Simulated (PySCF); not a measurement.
Predicted microwave data (PBE0-D3(BJ)/def2-SVP geometry optimisation, gas phase (PySCF)) for one isomer of C5H5F3O2:

```
Rotational constants : A = 3258, B = 673.2, C = 645.2 MHz
Dipole components    : |μa| = 1.65 D, |μb| = 0.99 D, |μc| = 1.24 D
Inertial defect      : -122.52 u·Å²
κ                    : -0.98
```

Question: Which candidate fits, each taken in the one conformer that was computed?
A. `[F:1][C:2]([F:3])([F:4])[O:5][C:6]1=[CH:7][O:8][CH2:9][CH2:10]1` with C2–O5–C6–C7 10°
B. `[OH:1][C@@:2]12[CH2:3][C@@H:4]1[C@H:5]2[O:6][C:7]([F:8])([F:9])[F:10]` with H–O1–C2–C3 -176°, C4–C5–O6–C7 158°
C. `[CH2:1]=[CH:2][C:3](=[O:4])[O:5][CH2:6][C:7]([F:8])([F:9])[F:10]` with C1–C2–C3–O4 0°, C2–C3–O5–C6 177°, C3–O5–C6–C7 -110°

Answer: C. It is C=CC(=O)OCC(F)(F)F, a near-prolate asymmetric top, point group C1. The candidates at the same level (rigid rotor, commonest isotopes):

| SMILES | A (MHz) | B (MHz) | C (MHz) | μa (D) | μb (D) | μc (D) | Δ (u·Å²) | point group | rotor |
| --- | --- | --- | --- | --- | --- | --- | --- | --- | --- |
| FC(F)(F)OC1=COCC1 | 3302 | 799.8 | 731.6 | 1.74 | 1.11 | 0.01 | -94.14 | near Cs | near-prolate asymmetric top |
| O[C@@]12C[C@@H]1[C@H]2OC(F)(F)F | 2888 | 899.9 | 815.8 | 0.76 | 0.63 | 0.09 | -117.05 | C1 | near-prolate asymmetric top |
| C=CC(=O)OCC(F)(F)F | 3258 | 673.2 | 645.2 | 1.65 | 0.99 | 1.24 | -122.52 | C1 | near-prolate asymmetric top |

`FC(F)(F)OC1=COCC1` has B 19 % too high; `O[C@@]12C[C@@H]1[C@H]2OC(F)(F)F` has B 34 % too high. No structure here is proved a minimum.
